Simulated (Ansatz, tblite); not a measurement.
Cost and result up the ladder for (KH)2 ring (K2H2) (4 atoms). Charge 0, multiplicity 1. Geometry: PBE0-D4/def2-TZVP.

```tsv
atom	x (Å)	y (Å)	z (Å)
K1	1.4158	-0.1472	1.0780
H2	-0.3908	1.5085	0.7189
K3	-1.4158	0.1472	-1.0780
H4	0.3908	-1.5085	-0.7189
```

Ansatz on 4 threads of Arm Neoverse V1 on a shared host; xTB runs through tblite on one thread. Times are rough, summed over both states, and most runs start from the orbitals of an earlier one. PBE0-D4/def2-TZVP serves as the yardstick here, not as an exact answer. The other state is a doublet.

The xTB rows come from tblite.

Run but left out: HF/def2-TZVPP, MP2/def2-TZVPP (charge +1 doublet: a determinant that CCSD turns far, T1 0.074).

Raw xTB energies of ions are shifted by several eV.

| level | functions | wall time | vertical IE (eV) | difference from PBE0-D4/def2-TZVP (eV) |
| --- | --- | --- | --- | --- |
| GFN2-xTB | 10 | 0.002 s | 11.13 | 4.88 |
| GFN1-xTB | 12 | 0.003 s | 13.81 | 7.57 |
| PBE-D4/def2-TZVP | 78 | 1.6 s | 6.09 | -0.15 |
| PBE0-D4/def2-TZVP (with forces) | 78 | 2.4 s | 6.24 | 0.00 |
| r2SCAN-D4/def2-TZVP | 78 | 3.7 s | 6.04 | -0.20 |
